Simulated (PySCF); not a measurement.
# C₆ coefficients of unlike pairs at UHF

Calculated with PySCF 2.14 from the dipole response of each species, C₆(A,B) = (3/π) ∫ α_A(iu) α_B(iu) du, in atomic units, from isotropic polarisabilities. For ions this is the dispersion term alone; charge-induced terms of lower order in 1/R come first.

```csv
species,configuration,basis,relativity,α (bohr³),C₆ (like pair)
Be²⁺,1s2 (1S),aug-cc-pVQZ (6s5p4d3f2g),none,0.05062,0.01007
Zn³⁺,[Ar] 3d9 (2D),aug-cc-pVQZ-DK (9s8p6d4f3g2h),spin-free X2C,1.329,2.981
Mn⁺,[Ar] 3d5 4s1 (7S),"x2c-TZVPPall with one added diffuse shell each of s, p, d, f type (7s6p5d3f1g)",spin-free X2C,38.89,214.2
F²⁺,[He] 2s2 2p3 (4S),aug-cc-pwCVQZ (9s8p6d4f2g),none,1.273,1.561
```

Q: Estimate C₆ for Mn⁺ with Zn³⁺.

A: The integral gives 15.96. The combination rule 2 C_A C_B / (C_A α_B/α_A + C_B α_A/α_B) gives 13.51 and the geometric mean 25.27.

No spin-orbit coupling is included.

The other pairs:

| pair | C₆ |
| --- | --- |
| Mn⁺, Be²⁺ | 0.6983 |
| F²⁺, Mn⁺ | 13.59 |
| F²⁺, Be²⁺ | 0.1086 |
| Zn³⁺, Be²⁺ | 0.1653 |
| F²⁺, Zn³⁺ | 2.102 |
